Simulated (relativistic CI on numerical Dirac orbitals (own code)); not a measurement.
## What each ingredient does to the levels of Tb61+

Base calculation: Dirac-Coulomb-Breit CI, orbitals from a KLI potential per configuration, model QED (radiative potential, 1s self-energy scaled to tabulated hydrogen-like ionisation energies), unscaled Slater integrals.

Configuration list (outside the closed core 1s2): 2s2, 2s.2p, 2p2, 2p.3s, 2p.3p, 2s.3s, 2s.3p, 2s.3d, 2s.4s, 2s.4p, 2s.4d, 2s.4f, 2s.5s, 3s2, 2s.5p, 2s.5d, 2s.5f, 2s.5g, 3s.3p, 3p2. Levels of other configurations are missing.

The lowest level and the first level of each name with at least 55 % of one term (blank where a level has no safe partner in the second run):

| Level | Base (eV) | Shift (eV) |
| --- | --- | --- |
| 2s2 1S_0 | 0.00 | 0.00 |
| 2s.2p 3P°_0 | 138.40 | -11.52 |
| 2s.2p 3P°_1 | 167.97 | -8.39 |
| 2p2 3P_0 | 395.88 | -23.67 |
| 2s.2p 3P°_2 | 964.31 | +3.46 |
| 2s.2p 1P°_1 | 1042.75 | +1.53 |
| 2p2 3P_1 | 1184.76 | -10.96 |
| 2p2 1D_2 | 1202.36 | -5.32 |
| 2p2 3P_2 | 2021.48 | +4.02 |
| 2p2 1S_0 | 2080.75 | -2.68 |
| 2s.3s 3S_1 | 8169.85 | +9.42 |
| 2s.3s 1S_0 | 8197.91 | +8.34 |
| 2s.3p 3P°_0 | 8236.23 | +4.88 |
| 2s.3p 3P°_1 | 8236.98 | +6.53 |
| 2p.3s 3P°_0 | 8343.90 | -2.16 |
| 2p.3s 3P°_1 | 8344.45 | -1.08 |
| 2p.3p 3D_1 | 8383.80 | -3.58 |
| 2p.3p 3P_0 | 8429.15 | -5.96 |
| 2s.3p 3P°_2 | 8479.66 | +9.40 |
| 2s.3p 1P°_1 | 8487.65 | +9.43 |
| 2s.3d 3D_1 | 8510.09 | +10.35 |
| 2s.3d 3D_2 | 8514.41 | +12.30 |

At this charge energies of transitions that change n are usually good to better than 1 %, and those within a shell (Δn = 0) to a few per cent.

(1) One thing was changed in a second run, which moved the levels as shown. Which?
A. Breit term removed
B. configuration mixing switched off
C. QED terms removed

## Answers

(1) A. Breit term removed. The Breit term mainly narrows fine-structure intervals, so removing it widens them.

LS names give the leading component of a level, which can be under half, so a name can repeat, a term be missing and a line seem to break the LS rules.
